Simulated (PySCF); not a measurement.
Ga2(mu-NH2)2(H)4, H8Ga2N2, singlet at its CAM-B3LYP/def2-SVP optimised geometry (Å):

```
12

Ga    -1.0720    -1.0113     0.0000
Ga     1.0798     1.0030     0.0000
N     -0.9389     1.0030    -0.0194
H     -1.3653     1.4586     0.7876
H     -1.3467     1.4386    -0.8469
H     -1.5995    -1.5183    -1.3850
H     -1.5983    -1.4906     1.3950
N      0.9467    -1.0113     0.0000
H      1.3653    -1.4586     0.8157
H      1.3623    -1.4554    -0.8190
H      1.6205     1.4958    -1.3850
H      1.5928     1.4965     1.3950
```

Method: CAM-B3LYP/def2-TZVP (PySCF). Cells within 0.4 Å of a nucleus heavier than hydrogen are left out (blank, or x).

Map of the HOMO amplitude (bohr^(-3/2)) on the plane z = 0.0 Å; orbital energy -9.23 eV, overall sign arbitrary:

```
|5555555555555555544444444444444|
|5555555555555555544444444444444|
|5555555555555555544444444444444|
|5555555555555555544444444444444|
|5555555555555555544444444444444|
|5554555555555555544444444444444|
|5444444555566655544443344444444|
|5444444455666666554433333444444|
|4444444445678776554433333444444|
|44444444446x9876554354333444444|
|4444444332xxx976653xxx433444444|
|4444443320xxx87665xxxx434444444|
|4444443320xxx666655xx3444444444|
|4444444321113455555544444444444|
|5444444332223455555555555544444|
|5554444433333445556666655555555|
|5555554444444444556777665555555|
|5555555555544444456888766555555|
|5555555556xx544333xxx9766555555|
|555555566xxxx43321xxx9766555555|
|555555665xxx644320xxx7665555555|
|5555556665465443210x35555555555|
|5555556666665443321234555555555|
|5555556666655544333334455555555|
|5555555666655544433344445555555|
|5555555555555544444444445555555|
|5555555555555544444444444555555|
|5555555555555544444444444555555|
|5555555555555554444444444555555|
|5555555555555554444444445555555|
|5555555555555555444444455555555|
```
Scale: ten equal steps from -0.213 (start of '0') to 0.210 (end of '9'), in the order '0123456789'; x runs from -3.50 to 3.50, y from -3.50 (bottom) to 3.50 (top).
